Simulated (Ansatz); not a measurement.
Species: TaF$_{3}$ (charge 0, triplet). This is an excited triplet: at this geometry the singlet lies 0.33 eV lower at RI-MP2/CBS(def2-TZVPPD,def2-QZVPPD)+[CCSD(T)-MP2]/def2-SVPD. 
Coordinates optimised at B3LYP-D3(BJ)/def2-TZVP (Ansatz, an electronic-structure program):
SMILES: [F][Ta]([F])[F]
```xyz
4

Ta     0.0300    -0.0255     0.0389
F      1.7981    -0.2536    -0.5537
F     -1.0364    -0.3936     1.5410
F     -1.0048     0.8538    -1.3026
```
Charge 0, spin multiplicity 3.

Total electronic energies in hartree. Valence correlation only, unless marked. Open shells are spin-unrestricted. No spin-orbit coupling. The frozen core is the preceding noble-gas configuration, with the filled d and f shells of earlier blocks. In def2 rows, elements after Kr have scalar-relativistic effective core potentials. Basis-set limits of correlation are two-point, X^-3; Hartree-Fock from the larger set. The bracket is a focal-point correction in the basis named.

| level | program | energy (Eh) |
|---|---|---|
| HF/def2-SVP | Ansatz | -354.63481 |
| HF/def2-QZVPP | Ansatz | -355.05026 |
| RI-HF/def2-TZVPPD | Ansatz | -355.03720 |
| PBE-D4/def2-TZVPD | Ansatz + dftd4 | -356.59372 |
| BLYP-D3(BJ)/def2-TZVPD | Ansatz + dftd3 | -356.81721 |
| r2SCAN/def2-TZVPD | Ansatz | -356.75207 |
| HSE06-D4/def2-TZVPD | Ansatz + dftd4 | -356.52766 |
| CAM-B3LYP/def2-TZVPD | Ansatz | ___ |
| wB97X-V/def2-TZVPD | Ansatz | -356.69746 |
| B2PLYP/def2-TZVPD | Ansatz | ___ |
| MP2/def2-TZVPP | Ansatz | -355.91024 |
| RI-MP2/def2-TZVPPD | Ansatz | -355.91874 |
| SCS-MP2/def2-SVP | Ansatz | -355.25993 |
| CCSD(T)/def2-SVP | Ansatz | -355.30988 |
| RI-MP2/CBS(def2-TZVPP,def2-QZVPP)+[CCSD(T)-MP2]/def2-TZVPP | Ansatz | -356.0867 |

Question: Complete the blanks.

Answer: 
- CAM-B3LYP/def2-TZVPD, energy (Eh): -356.72929
- B2PLYP/def2-TZVPD, energy (Eh): -356.50295
